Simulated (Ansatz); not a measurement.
System: C₄H₂BrSe (charge 0, doublet). SMILES: Brc1[c][se]cc1
Structure (B3LYP-D3(BJ)/def2-TZVP (Ansatz, a quantum-chemistry and plane-wave program) minimum search):
```xyz
8

Br     2.1252    -1.0538    -0.3044
C      0.3815    -0.3343    -0.1118
C      0.1237     0.8938     0.3584
Se    -1.6794     1.3294     0.4361
C     -1.9635    -0.4026    -0.2607
C     -0.8025    -1.0717    -0.4638
H     -2.9655    -0.7521    -0.4504
H     -0.7530    -2.0774    -0.8572
```
Charge 0, spin multiplicity 2.

Wanted: atomisation energy, in kcal/mol. Conventions: six Cartesian d functions in 6-31G* and its kin unless marked 5d; no spin-orbit coupling; atomisation electronic, to ground-state atoms; open shells spin-unrestricted; non-relativistic; dispersion terms only where a functional's name holds one. First-principles rows: single points at B3LYP-D3(BJ) geometries (Ansatz).

| species | coefficient | E at B3LYP/6-31G* (Ansatz), Eh | E at wB97X-V/def2-TZVPD (Ansatz), Eh |
|---|---|---|---|
| Brc1[c][se]cc1 | -1 | -5128.68362 | -5128.77234 |
| Br atom | +1 | -2573.83974 | -2573.87421 |
| C atom | +4 | -37.84628 | -37.84665 |
| H atom | +2 | -0.50027 | -0.50049 |
| Se atom | +1 | -2401.23478 | -2401.26477 |

 1 Eh = 627.5095 kcal/mol.

Problem. Work the quantity out at each level.

Solution. 
- B3LYP/6-31G*: the sum of coefficient times E is 1.22344 Eh, or 767.72 kcal/mol. Result: 767.7 kcal/mol.
- wB97X-V/def2-TZVPD: the sum of coefficient times E is 1.24578 Eh, or 781.74 kcal/mol. Result: 781.7 kcal/mol.
